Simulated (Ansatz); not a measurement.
[Ce(NH3)6]3+ (CeN₆H₁₈³⁺). The state is a doublet with charge 3. Geometry PBE-D4/def2-SVP; atoms count from 1.

```xyz
25

Ce    0.002    0.001    0.000
N    -1.634    1.557    1.377
H    -2.326    2.087    0.812
H    -1.174    2.301    1.936
H    -2.228    1.075    2.078
N     1.637   -1.580   -1.348
H     2.409   -1.999   -0.794
H     2.137   -1.137   -2.143
H     1.193   -2.409   -1.788
N    -0.400    1.483   -2.153
H    -1.193    1.188   -2.754
H     0.393    1.528   -2.822
H    -0.607    2.485   -1.974
N     0.418   -1.499    2.137
H     0.490   -2.519    1.960
H    -0.312   -1.443    2.873
H     1.290   -1.293    2.661
N    -2.061   -1.511   -0.672
H    -2.991   -1.057   -0.589
H    -2.177   -2.378   -0.113
H    -2.062   -1.863   -1.648
N     2.040    1.550    0.659
H     2.978    1.172    0.426
H     2.126    1.776    1.669
H     2.050    2.487    0.212
```

In the def2 sets Ce takes a core potential; there is no spin–orbit coupling. With an open 4f shell the SCF may have ended on a state above the lowest.

Estimate the Mulliken populations from the PBE0/def2-TZVP orbitals of Ansatz.


```tsv
atom	charge (e)	spin (α − β)	d electrons
Ce1	1.67	1.02	10.74
N2	-0.75	0.00	–
H3	0.32	0.00	–
H4	0.33	0.00	–
H5	0.32	0.00	–
N6	-0.75	0.00	–
H7	0.32	0.00	–
H8	0.32	0.00	–
H9	0.32	0.00	–
N10	-0.75	0.00	–
H11	0.32	0.00	–
H12	0.32	0.00	–
H13	0.32	0.00	–
N14	-0.75	0.00	–
H15	0.32	0.00	–
H16	0.32	0.00	–
H17	0.32	0.00	–
N18	-0.75	0.00	–
H19	0.32	0.00	–
H20	0.32	0.00	–
H21	0.32	0.00	–
N22	-0.75	0.00	–
H23	0.32	0.00	–
H24	0.32	0.00	–
H25	0.32	0.00	–
```
Mulliken values depend strongly on the basis.

Where does the spin sit?

Summed by element: Ce 1.02, N -0.02, H 0.00, of 1 unpaired in all. Largest on single atoms: Ce1 1.02, N22 0.00, N18 0.00.

And the Mayer bond orders between heavy atoms (over 0.3)?

Ce1–N2 0.36 (2.64 Å); Ce1–N6 0.36 (2.64 Å); Ce1–N10 0.36 (2.64 Å); Ce1–N14 0.36 (2.64 Å); Ce1–N18 0.36 (2.64 Å); Ce1–N22 0.36 (2.64 Å).
